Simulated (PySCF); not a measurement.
acetamide (C₂H₅NO), singlet, at a GFN2-xTB geometry. Base run: CCSD(T)/cc-pVDZ in PySCF.

The PySCF input:
```python
from pyscf import gto, scf, cc

mol = gto.M(
    atom='''
O     0.423788    1.313354   -0.109836
C     0.078837    0.159624   -0.013024
N     0.973498   -0.854778    0.086367
C    -1.363696   -0.299149    0.009924
H     0.689990   -1.814131    0.166908
H    -2.017251    0.563523   -0.073322
H    -1.551838   -0.975164   -0.821075
H    -1.572827   -0.821031    0.940975
H     1.956287   -0.639434    0.079237
''',
    basis='cc-pvdz',
    charge=0,
    spin=0,
    verbose=4,
    max_memory=1800,
)

mf = scf.RHF(mol)
mf.kernel()

mycc = cc.CCSD(mf, frozen=4)
mycc.kernel()
et = mycc.ccsd_t()
print('E(CCSD(T)) = %.10f' % (mycc.e_tot + et))
```

Variants of this job, named by their change:

| change | ΔE vs base (kcal/mol) | MP2 correlation (Eh) | CC correlation without the perturbative part (Eh) | basis functions |
|---|---|---|---|---|
| base | 0.000 | -0.62190 | -0.65356 | 81 |
| method = cisd | 68.9 | - | - | 81 |
| method = mp2 | [?] | -0.62190 | - | 81 |
| method = ccsd | 12.45 | -0.62190 | -0.65356 | 81 |

What belongs in the gaps?


- method = mp2, ΔE vs base (kcal/mol): 32.32
